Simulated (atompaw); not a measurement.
## What one change does to a pseudopotential (strontium, PAW (atompaw))

Sr (Z = 38), PAW, made with atompaw 4.2.0.5 (LDA (PW92), scalar-relativistic). Core [Ar] 3d10, reference 4s2 4p6 4d1 5s1 5p0. Waves: 4s (bound): rc 1.50 bohr; 5s (bound): rc 2.25 bohr; 4p (bound): rc 2.50 bohr; 5p (bound, empty): rc 2.60 bohr; 4d (bound): rc 2.55 bohr; 4d channel at 1.15 Ry: rc 2.60 bohr. Local part: troulliermartins scheme with l = 3 at 0.5 Ry, radius 2.30 bohr. Core correction: smooth core density matched at 2.00 bohr. Augmentation charge: besselshape compensation charge, radius 2.10 bohr; PAW radius 2.60 bohr; waves and projectors: custom polynom2 7 10 vanderbiltortho.

All-electron outer shells of the reference configuration (LDA (PW92), scalar-relativistic, ld1.x):

| shell | level (eV) | outermost node (bohr) | outermost maximum (bohr) |
| --- | --- | --- | --- |
| 3p | -254.71 | 0.19 | 0.43 |
| 3d | -127.19 | – | 0.38 |
| 4s | -39.91 | 0.59 | 1.19 |
| 4p | -21.93 | 0.61 | 1.33 |
| 5s | -3.41 | 1.66 | 3.67 |
| 5p | -1.26 | 1.98 | 5.08 |
| 4d | -1.00 | 0.65 | 2.28 |

Change: wave 4p (bound): rc 2.50 bohr becomes 4p (bound): rc 2.46 bohr.

Cutoffs: the cutoffs (Ry, on a coarse ladder) from which the occupation-weighted sum of valence levels, in a spherical-Bessel basis at the reference potential, stays within 10 and 1 mRy of its value at 400 Ry; they do not see the model core or the augmentation charge, which bear on the density cutoff.

What does the change do?

The potential gets harder (30 Ry and 60 Ry → 30 Ry and 70 Ry); neither file shows a bound ghost.

| quantity | base | changed |
| --- | --- | --- |
| cutoff, loose | 30 Ry | 30 Ry |
| cutoff, tight | 60 Ry | 70 Ry |
| bound ghosts | none | none |
| s: phases at 2.62 bohr within 0.05 rad from the reference energy up to (Ry; the scan ends near 5) | 4.1 | 4.1 |
| p: phases at 2.62 bohr within 0.05 rad from the reference energy up to (Ry; the scan ends near 5) | 1.2 | 1.1 |
| d: phases at 2.62 bohr within 0.05 rad from the reference energy up to (Ry; the scan ends near 5) | 2.9 | 2.9 |
| lowest overlap eigenvalue by channel | s 0.70, p 0.77, d 0.84 | s 0.70, p 0.73, d 0.84 |

 The cutoffs see the waves, projectors and local potential, not the compensation charge or the core.
